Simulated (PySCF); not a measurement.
Si(F)(Br)(NH2)2 (BrFH₄N₂Si), SMILES N[Si](N)(F)Br. Atoms are numbered in the order given.

```xyz
9

N     -1.6691    -1.2192     0.7543
Si    -0.1299    -0.5025     0.6432
N      1.0678    -1.6991     0.5279
F     -0.0356     0.4747     1.9378
Br     0.2203     0.8511    -1.0825
H     -1.9663    -1.9052     0.0696
H     -2.4496    -0.6967     1.1368
H      1.0896    -2.4826     1.1714
H      1.9631    -1.5155     0.0911
```

Geometry optimised at ωB97X-D3(BJ)/def2-SVP. The structure was generated by enumeration, and PubChem lists no compound with its InChIKey, so it may never have been made. One conformer was computed; it need not be the lowest.

Level of theory: PBE0/pcSseg-1 (PySCF).

GIAO shieldings, no solvent; atoms listed in one row are averaged. δ = σ(ref) − σ: ¹⁵N against NH3 (σ = 267.4 ppm); ²⁹Si against TMS (σ = 352.7 ppm); ¹⁹F against CFCl3 (σ = 167.2 ppm); ¹H against TMS (σ = 31.56 ppm), references at their B3LYP-D3(BJ)/def2-TZVP geometries, non-relativistic (without spin–orbit terms, shifts of atoms bonded to Cl or Br come out too high).

| nucleus | atoms | count | δ (ppm) |
|---|---|---|---|
| ¹⁵N | N3 | 1 | 42.9 |
| ¹⁵N | N1 | 1 | 37.1 |
| ²⁹Si | Si2 | 1 | -24.0 |
| ¹⁹F | F4 | 1 | -122.5 |
| ¹H | H9 | 1 | 1.57 |
| ¹H | H8 | 1 | 1.55 |
| ¹H | H7 | 1 | 1.47 |
| ¹H | H6 | 1 | 1.33 |
